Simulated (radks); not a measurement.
Task: Yb2+, 68 electrons, occupied as [Kr] 4d10 4f14 5s1.5 5p6 6p0.5 (fractional occupations, a model configuration). Method: Dirac Kohn-Sham, PBE, spin-unpolarised, spherical densities, finite nucleus; open shells fill j = l - 1/2 first; Fermi nuclear charge, rms radius 5.3108 fm; computed with a radial shooting solver on a logarithmic mesh with Libxc functionals. Some entries of the table are withheld. Estimate them.

orbital  occ.  eigenvalue (Ry)  <r> (bohr)
1s1/2       2        -4495.846     0.01966
2s1/2       2        -762.4120     0.08275
2p1/2       2        -727.3623     0.06872
2p3/2       4        -650.4063     0.07622
3s1/2       2        -172.8747      0.2163
3p1/2       2        -157.3860         (1)
3p3/2       4        -141.0510         (2)
3d3/2       4              (3)      0.1935
3d5/2       6              (4)      0.1978
4s1/2       2        -35.09820      0.4880
4p1/2       2        -28.82766      0.4958
4p3/2       4        -25.13446      0.5282
4d3/2       4        -14.81686      0.5538
4d5/2       6        -14.14492      0.5653
5s1/2     1.5         -5.38846       1.202
5p1/2       2         -3.67727       1.348
5p3/2       4         -3.21357       1.456
4f5/2       6         -1.63338      0.7586
4f7/2       8         -1.53561      0.7766
6p1/2     0.5              (5)         (6)
6p3/2       0              (7)         (8)

Result: 
(1) 3p1/2 <r> (bohr): 0.2061
(2) 3p3/2 <r> (bohr): 0.2201
(3) 3d3/2 eigenvalue (Ry): -114.6601
(4) 3d5/2 eigenvalue (Ry): -111.0908
(5) 6p1/2 eigenvalue (Ry): -0.90405
(6) 6p1/2 <r> (bohr): 3.799
(7) 6p3/2 eigenvalue (Ry): -0.84940
(8) 6p3/2 <r> (bohr): 4.022
